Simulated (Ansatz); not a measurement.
Abridged output of a molecular run in Ansatz:

```
Functional definition: HF
684 factors; integrals over basis functions are off by at most 1.0e-3 eV
mean field evaluation 1: about -13100.2633 eV, gradient 3.4e1 eV
mean field evaluation 2: about -13100.3381 eV, gradient 3.4e1 eV
mean field evaluation 4: about -13103.1748 eV, gradient 3.4e0 eV
mean field evaluation 8: about -13103.2330 eV, gradient 2.0e-1 eV
mean field -13103.23338203 eV, -481.5349450991 hartree, gradient 1.0e-6 eV, S^2 0.000000; 0 other end points of the search recorded, 0 dependent functions left out
8 core orbitals not correlated: weight in the atoms' cores, before any rotation towards them, 1.000 or more for the frozen orbitals, at most 0.000 for the correlated occupied ones
reference -13103.23338203 eV, -481.5349450991 hartree; 11, 11 occupied and 51, 51 virtual orbitals, 684 factors
second order -15.31622652 eV of doubles, -0.00000000 eV of singles
cycle   1  -15.35444210 eV  change   -3.8e-2 eV  update   1.1e-1
cycle   2  -15.82371384 eV  change   -4.7e-1 eV  update   3.4e-2
cycle   3  -15.94471116 eV  change   -1.2e-1 eV  update   1.9e-2
cycle   4  -15.93753301 eV  change    7.2e-3 eV  update   5.2e-3
cycle   5  -15.93574079 eV  change    1.8e-3 eV  update   2.6e-3
cycle   6  -15.93649873 eV  change   -7.6e-4 eV  update   8.3e-4
cycle   7  -15.93612289 eV  change    3.8e-4 eV  update   3.7e-4
cycle   8  -15.93603995 eV  change    8.3e-5 eV  update   1.3e-4
cycle   9  -15.93607468 eV  change   -3.5e-5 eV  update   5.1e-5
cycle  10  -15.93607876 eV  change   -4.1e-6 eV  update   1.8e-5
perturbative correction -0.54807425 eV, -0.0201413572 hartree
Total energy: -13119.71753504 eV, -482.1407265487 hartree
```

Its atoms:

```xyz
6

F    -1.5197   -1.7047   -0.2840
C    -0.6241   -0.7439   -0.2779
N     0.0492   -0.2852   -1.2404
Si    0.4294    0.5448    0.3122
H     1.7210    0.2649    0.9710
H    -0.0557    1.9241    0.5191
```

Q: Which basis set was used?
A. def2-SVP
B. def2-TZVPP
C. cc-pV(T+d)Z
D. def2-TZVPPD

A: A. It gives 70 functions.

Q: Write the keys of the input that set method, charge and spin (a neutral closed shell needs none for the last two).

A: 
```yaml
correlation: {method: ccsd_t}
```
